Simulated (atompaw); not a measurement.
# An all-electron radial function and its pseudo partner (scandium (Sc))

Columns: radius, all-electron u(r) and pseudo u(r) of the 4p shell (level -1.47 eV) of scandium in the configuration [Ar] 3d1 4s2 4p0; PBE, scalar-relativistic, PAW (atompaw) scheme, atompaw 4.2.0.5.

```
r (bohr)  all-electron  pseudo
   0.115        0.0855  0.0006
   0.231        0.0950  0.0026
   0.346        0.0277  0.0058
   0.462       -0.0564  0.0105
   0.577       -0.1242  0.0165
   0.692       -0.1664  0.0241
   0.808       -0.1832  0.0333
   0.923       -0.1783  0.0441
   1.038       -0.1573  0.0565
   1.154       -0.1248  0.0708
   1.269       -0.0855  0.0868
   1.385       -0.0420  0.1045
   1.500        0.0028  0.1237
   1.615        0.0474  0.1443
   1.731        0.0914  0.1665
   1.846        0.1331  0.1895
   1.962        0.1728  0.2136
   2.077        0.2097  0.2380
   2.192        0.2439  0.2626
   2.308        0.2758  0.2873
   2.423        0.3048  0.3113
   2.538        0.3312  0.3345
   2.654        0.3554  0.3568
   2.769        0.3770  0.3774
   2.885        0.3963  0.3964
   3.000        0.4132  0.4132
```

**Question.** How many radial nodes do the two functions have?

**Answer.** The all-electron 4p function has n − l − 1 = 2; the pseudo-wave has 0, since the states of the same l below it are removed with the core.

**Question.** Is the pseudo-wave norm-conserving?

**Answer.** No, it belongs to a PAW set: the norm inside the radius is not constrained, and the difference is carried by the augmentation charge.
